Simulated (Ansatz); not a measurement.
Mulliken charges of CH3AlBNO (`N=[C]1B[O][AlH]1`) from r2SCAN/def2-TZVPP in Ansatz (PBE0-D4/def2-TZVP geometry).

```csv
atom,x (Å),y (Å),z (Å),charge (e)
N1,-0.511,1.885,-0.129,-0.258
C2,-0.194,0.664,-0.042,-0.237
B3,1.163,-0.070,-0.499,0.398
O4,1.012,-1.386,-0.189,-0.408
Al5,-0.608,-1.210,0.487,0.442
H6,-1.444,2.076,0.244,0.174
H7,2.143,0.385,-1.012,-0.001
H8,-1.469,-2.399,1.084,-0.111
```

Question: By hand: the dipole of these point charges (1 e Å = 4.8032 D).

Answer: Σ q r = (-0.131, -0.014, 0.060) e Å, of length 0.145 e Å = 0.70 D.

Question: How does the dipole of the full density compare? (Estimate.)

Answer: Ansatz gave: (-0.479, -0.205, 0.247) e Å, 2.77 D; the point charges give 0.25 times that, at 15° from its direction.

Point charges leave out the atoms' own dipoles, such as those of lone pairs, and Mulliken's split depends on the basis, so the two needn't agree.
